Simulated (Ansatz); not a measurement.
# One elementary step

Start structure (SiH4BrOF, singlet), relaxed at PBE0-D4/def2-TZVP:

Si1  (-0.948, -0.542, 0.075)
F2  (-0.593, 0.177, -1.320)
H3  (-0.296, -1.869, 0.006)
H4  (-2.416, -0.608, 0.191)
O5  (-0.413, 0.358, 1.318)
H6  (1.494, 0.968, -1.256)
Br7  (2.640, 1.009, -0.408)
H8  (0.534, 0.507, 1.392)
(Å)

The step: SiH₃OF ([OH][SiH2][F]) + HBr → SiH₃BrO ([OH][SiH2][Br]) + HF; bonds formed: Si1–Br7, F2–H6; bonds broken: Si1–F2, H6–Br7. Program: Ansatz 0.2.0. Basis: def2-TZVPP and def2-QZVPP. Cores are frozen in the correlated methods. Filled d shells of the heavier atoms are correlated. The def2 sets are not built for correlating such inner shells, so the correlated values are less sure here. Extrapolation: Hartree–Fock as exp(−7.88 √X), correlation as X^−2.97. Energies below are by CCSD(T) at an estimated basis limit (MP2 extrapolated from triple and quadruple zeta, plus CCSD(T) − MP2 in triple zeta).

Problem. What are the electronic barrier and the energy of the step, from the start structure to the end structure? (An estimate is asked for; the value comes from the calculation.)

Solution. The calculation gives: Barrier 1.680 eV; step energy 0.388 eV (uphill); reverse barrier, their difference, 1.291 eV. Barrier and step energy count from the start structure, the reverse barrier from the end structure.

The saddle point: One imaginary mode of 298i cm⁻¹.
```json
{"pair": "Si1–Br7", "start (Å)": "3.94", "saddle (Å)": "2.62", "end (Å)": "2.26"}
{"pair": "F2–H6", "start (Å)": "2.23", "saddle (Å)": "1.05", "end (Å)": "0.93"}
{"pair": "Si1–F2", "start (Å)": "1.61", "saddle (Å)": "1.94", "end (Å)": "3.42"}
{"pair": "H6–Br7", "start (Å)": "1.43", "saddle (Å)": "1.80", "end (Å)": "2.38"}
```

Zero-point energy (harmonic, PBE0-D4): ZPE is 1.141 eV at the start and 1.163 eV at the saddle, so the barrier goes from 1.680 to 1.701 eV.

T1 diagnostic: at most 0.011.

Labels in which every atom is bracketed show which atoms are joined, not bond orders.

For scale, one of the runs: CCSD(T)/def2-TZVPP, 208 basis functions, launched by `ansatz run in.yaml --threads 4 --pin off --events-out ev --progress --plain --max-ram 9574MiB`. Hardware: 4 CPU threads of an Arm Neoverse V1, shared host. Wall time 110 s; peak host memory 2.9 GiB.
